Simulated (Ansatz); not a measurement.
Mg₈O₈⁻ (started as a model of: 1x4x4 MgO rock-salt block). Total charge -1; doublet. Geometry PBE-D4/def2-SVP, that of the neutral singlet; atoms count from 1.

```tsv
atom	x (Å)	y (Å)	z (Å)
Mg1	1.8197	3.3745	-0.3871
O2	1.3292	2.2311	-1.7623
Mg3	1.1827	0.5840	-2.7793
O4	1.4569	-1.0943	-3.6046
O5	0.7159	2.8600	1.0099
Mg6	-0.0406	1.4600	-0.3600
O7	-0.2377	-0.1286	-1.5091
Mg8	0.2401	-1.8957	-2.4000
Mg9	-0.0809	1.8396	2.4539
O10	-0.9443	0.5397	1.1381
Mg11	-1.0349	-1.0862	0.0151
O12	-0.6395	-2.8963	-0.9886
O13	-0.3865	0.7231	3.9451
Mg14	-1.0878	-0.6154	2.8132
O15	-1.3315	-2.2213	1.7532
Mg16	-0.9608	-3.6744	0.6625
```

(1) Estimate the Mulliken populations from the PBE0/def2-SVP orbitals of Ansatz.

(2) Where does the spin sit?

(3) And the Mayer bond orders between bonded heavy atoms (over 0.3)?

Answers

(1) 
| atom | charge (e) | spin (α − β) |
| --- | --- | --- |
| Mg1 | 0.42 | 0.49 |
| O2 | -0.89 | 0.00 |
| Mg3 | 0.71 | 0.01 |
| O4 | -0.77 | 0.00 |
| O5 | -0.89 | 0.00 |
| Mg6 | 1.16 | 0.00 |
| O7 | -0.96 | 0.00 |
| Mg8 | 0.71 | 0.01 |
| Mg9 | 0.71 | 0.01 |
| O10 | -0.95 | 0.00 |
| Mg11 | 1.16 | 0.00 |
| O12 | -0.89 | 0.00 |
| O13 | -0.77 | 0.00 |
| Mg14 | 0.71 | 0.01 |
| O15 | -0.89 | 0.00 |
| Mg16 | 0.42 | 0.49 |
Mulliken values and Mayer orders depend strongly on the basis.

(2) Summed by element: Mg 1.01, O -0.01, of 1 unpaired in all. Largest on single atoms: Mg16 0.49, Mg1 0.49, Mg8 0.01.

(3) Mg1–O2 0.87 (1.85 Å); Mg1–O5 0.86 (1.85 Å); O2–Mg3 0.70 (1.94 Å); Mg3–O4 1.02 (1.89 Å); Mg3–O7 0.40 (2.03 Å); O4–Mg8 1.02 (1.89 Å); O5–Mg9 0.70 (1.94 Å); Mg6–O7 0.45 (1.97 Å); Mg6–O10 0.45 (1.98 Å); O7–Mg8 0.40 (2.04 Å); O7–Mg11 0.45 (1.97 Å); Mg8–O12 0.70 (1.94 Å); Mg9–O10 0.40 (2.04 Å); Mg9–O13 1.02 (1.89 Å); O10–Mg11 0.45 (1.98 Å); O10–Mg14 0.41 (2.04 Å); O12–Mg16 0.87 (1.85 Å); O13–Mg14 1.02 (1.89 Å); Mg14–O15 0.70 (1.94 Å); O15–Mg16 0.86 (1.85 Å). Values over 0.3 also appear between atoms too far apart for a bond (Mg1–Mg16 0.39 at 7.65 Å); they arise where an orbital or an unpaired electron spreads over both atoms.
